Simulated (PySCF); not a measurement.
C2H7ClGeO3, singlet, at a GFN2-xTB geometry, with bond 8-1 at 2.4 times its length.

Input for PySCF:
```python
from pyscf import gto, scf, mcscf
import numpy

mol = gto.Mole()
mol.atom = '''
    C    -1.803656   -1.948256    0.288892
    O    -0.952140   -1.019574    0.937061
    Ge    0.052977    0.207029    0.157402
    O     0.674515    1.122727    1.483847
    Cl   -1.033235    1.348396   -1.199672
    O     1.379497   -0.421696   -0.788482
    C     2.547437   -1.045532   -0.272720
    H    -3.608046   -0.729208   -1.167084
    H    -2.296509   -2.512594    1.081385
    H    -1.237596   -2.631761   -0.346281
    H     0.119853    1.167055    2.262161
    H     3.051808   -0.403533    0.450234
    H     3.200325   -1.215333   -1.129422
    H     2.309673   -2.000096    0.200793
'''
mol.basis = 'sto-3g'
mol.charge = 0
mol.spin = 0
mol.verbose = 4
mol.build()

mf = scf.RHF(mol)
mf.kernel()
mc = mcscf.CASSCF(mf, 4, 2)
mc.fix_spin_(ss=0.0)
mc = mc.state_average_([0.5, 0.5])
mc.kernel()
```

### Question
Estimate the SCF-reference dipole moment that SA2-CASSCF(2,4)/STO-3G in PySCF returns for this input.

### Answer
3.88 D

### Question
Predict the nuclear repulsion energy from SA2-CASSCF(2,4)/STO-3G.

### Answer
748.7831 Eh

### Question
What SCF-reference HOMO energy does SA2-CASSCF(2,4)/STO-3G give?

### Answer
-5.02 eV

### Question
What is the computed SCF-reference HOMO-LUMO gap (SA2-CASSCF(2,4)/STO-3G)?

### Answer
7.75 eV

### Question
Give the total energy of the lowest state at the level SA2-CASSCF(2,4)/STO-3G.

### Answer
-2806.6687 Eh
